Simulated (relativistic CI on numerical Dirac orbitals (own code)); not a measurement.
Electric-dipole transitions in Ar2+

Calculated at this level of theory: Dirac-Coulomb-Breit CI, separate exchange-only KLI orbitals for each configuration, a model potential for QED, valence Slater integrals scaled by 0.85, P86 correlation energy added to each configuration (own radial code, finite nucleus).

CI space (outside the closed core [Ne]): 3s2.3p4, 3s.3p5, 3s2.3p3.3d, 3p6, 3s.3p4.3d, 3s2.3p3.4s, 3s2.3p3.4p, 3s2.3p3.4d, 3s2.3p3.5s, 3s2.3p3.5p, 3s2.3p3.4f, 3s2.3p2.3d.4p, 3s2.3p3.5d, 3s2.3p3.6s, 3s2.3p3.6p, 3s2.3p3.5f, 3s2.3p3.5g, 3s2.3p2.4s.4p, 3s2.3p3.6d, 3s.3p4.4s, 3p5.3d, 3p5.4s, 3s.3p4.4p, 3s.3p3.3d2, 3p5.4p, 3s.3p3.3d.4s, 3s.3p3.4s2, 3s.3p4.4d, 3s.3p4.5s, 3s2.3p2.3d2, 3s2.3p.3d3, 3s.3p2.3d3, 3s2.3p.3d2.4s, 3s2.3p.3d2.4p, 3s2.3p.3d2.4d, 3p4.3d2, 3p3.3d3, 3p3.3d2.4s, 3p3.3d2.4p, 3p3.3d2.4d, 3s2.3p2.3d.4s, 3s.3p2.3d2.4s, 3s2.3p.3d.4s2, 3s2.3p.3d.4s.4p, 3s2.3p.3d.4s.4d, 3s2.3p2.4s2, 3s.3p2.3d.4s2, 3s2.3p.4s2.4p, 3s2.3p.4s2.4d, 3s2.3p2.4p2, 3s2.3p.3d.4p2, 3s.3p2.3d.4p2, 3s2.3p.4s.4p2, 3s2.3p.4p3, 3s2.3p.4p2.4d. Double excitations out of closed p, d and f shells are left out; levels of such configurations are missing from the list, as are those of other unlisted configurations, and high levels can miss mixing partners. These lack a partner that the ground configuration has and come out too high: 3s2.3p3.5s, 3s2.3p3.5p, 3s2.3p3.4f, 3s2.3p3.5d, 3s2.3p3.6s.

```tsv
λ vac (nm)	Lower	Upper	A (s⁻¹)	log gf	S velocity/length
47.223	3s2.3p4 3P_2 [1]	3s2.3p3.3d 3D°_2 [49]	1.03e+10	0.24	0.96
47.344	3s2.3p4 3P_1 [2]	3s2.3p3.3d 3D°_1 [50]	1.45e+10	0.16	0.96
47.402	3s2.3p4 3P_2 [1]	3s2.3p3.3d 3D°_3 [47]	3.17e+10	0.87	0.95
47.445	3s2.3p4 3P_0 [3]	3s2.3p3.3d 3D°_1 [50]	1.56e+10	0.20	0.95
47.469	3s2.3p4 3P_1 [2]	3s2.3p3.3d 3D°_2 [49]	2.11e+10	0.55	0.95
47.599	3s2.3p4 1D_2 [4]	3s2.3p3.3d 1F°_3 [62]	3.67e+10	0.94	0.98
47.916	3s2.3p4 3P_2 [1]	3s2.3p3.3d 3S°_1 [46]	8.55e+09	-0.05	0.78
48.040	3s2.3p4 3P_2 [1]	3s2.3p3.4s 3P°_1 [44]	1.39e+10	0.16	0.89
48.076	3s2.3p4 3P_2 [1]	3s2.3p3.4s 3P°_2 [43]	1.69e+10	0.47	0.93
48.104	3s2.3p4 1D_2 [4]	3s2.3p3.3d 1D°_2 [61]	2.57e+10	0.65	0.90
48.170	3s2.3p4 3P_1 [2]	3s2.3p3.3d 3S°_1 [46]	1.04e+10	0.03	0.82
48.265	3s2.3p4 3P_1 [2]	3s2.3p3.4s 3P°_0 [45]	1.82e+10	-0.20	0.92
48.274	3s2.3p4 3P_0 [3]	3s2.3p3.3d 3S°_1 [46]	4.81e+09	-0.30	0.83
48.331	3s2.3p4 3P_1 [2]	3s2.3p3.4s 3P°_2 [43]	5.61e+09	-0.01	0.92
48.400	3s2.3p4 3P_0 [3]	3s2.3p3.4s 3P°_1 [44]	4.39e+09	-0.33	0.94
50.565	3s2.3p4 3P_2 [1]	3s2.3p3.4s 3D°_3 [40]	3.74e+09	0.00	0.80
50.637	3s2.3p4 1D_2 [4]	3s2.3p3.4s 1P°_1 [48]	1.57e+10	0.26	0.90
50.870	3s2.3p4 3P_1 [2]	3s2.3p3.4s 3D°_2 [39]	2.34e+09	-0.34	0.80
53.551	3s2.3p4 1D_2 [4]	3s2.3p3.4s 1D°_2 [41]	7.15e+09	0.19	0.79
55.104	3s2.3p4 3P_2 [1]	3s2.3p3.4s 3S°_1 [27]	4.97e+09	-0.17	0.80
```

Terms are leading LS components. Brackets give the number of a level in order of energy, since labels repeat. The list gives strong lines, with weight on those to low levels, among the lowest 364 of 7572 levels, so that lines to higher ones, which can be the strongest, are missing, and without lines across small gaps between configurations, and without 283 lines that miss the measured interval by over 3.5 %, start from a term whose rates miss tabulated ones by over 60 %, have gauges far apart or, lacking measured levels, span too small a gap for the errors found; lines with a level outside our table were not tested and can miss by more. Levels whose partners in the same complex of configurations lie outside the list can be far off, and so can their lines. Rates are taken at the computed energies, electric ones in the length gauge. A velocity-to-length ratio far from 1 marks an uncertain rate.

For a near-neutral ion this model can misplace configurations by up to about 10,000 cm⁻¹ (more where the count of f electrons changes) and terms by 10 to 25 % of their spread. Rates follow the energies as ν³ (E1, M1) or ν⁵ (E2), so they and the lifetimes can be off by large factors. The fine structure of a lone outer electron comes out too small, for d and f at times inverted, and misplaced configurations move strength between like terms. 64 of the 69 excited levels that our extract of the measured tables holds in this range could be paired (the sources list more); they are missed by 4244 cm⁻¹ on average and 10324 at most, and levels without a partner can miss by more.

From the table, what is the radiative lifetime of 3s2.3p3.3d 3S°_1?

The listed rates from this level add up to about 2.37e+10 s⁻¹, 100 % of its decay; with all channels τ = 4.21e-11 s.
